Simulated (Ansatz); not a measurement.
Molecule: sum formula BBrCl2 (charge 0, singlet). SMILES: ClB(Cl)Br
Coordinates optimised at B3LYP-D3(BJ)/def2-TZVP (Ansatz, a quantum-chemistry and plane-wave program):
```xyz
4

B     -0.5043     0.0325     0.0028
Cl    -1.4687    -1.4185     0.0298
Cl    -1.2747     1.5953    -0.0144
Br     1.4046    -0.0905    -0.0079
```

Property: vertical ionisation energy (to the doublet state of charge +1; each state is the SCF solution reached for its spin), in eV. Correlated levels leave the core frozen unless marked. UHF or UKS for open shells. Spin-orbit coupling is left out. The frozen core is the preceding noble-gas configuration, with the filled d and f shells of earlier blocks. No relativistic terms. CBS(X,Y): correlation extrapolated as X^-3; Hartree-Fock from the larger set. [CCSD(T)-MP2]/basis is that difference in the basis named.

```csv
level,program,vertical ionisation energy (eV)
HF/def2-SVPD,Ansatz,10.47
HF/def2-QZVPPD,Ansatz,10.35
SVWN5/def2-TZVPD,Ansatz,10.59
PBE/def2-TZVPD,Ansatz,10.41
B3LYP/def2-TZVPD,Ansatz,10.79
PBE0/def2-TZVPD,Ansatz,10.87
BHLYP/def2-TZVPD,Ansatz,11.07
```

Problem. Estimate the value at RI-MP2/CBS(def2-TZVPPD,def2-QZVPPD)+[CCSD(T)-MP2]/def2-TZVPPD as computed with Ansatz.

Solution. 11.28 eV
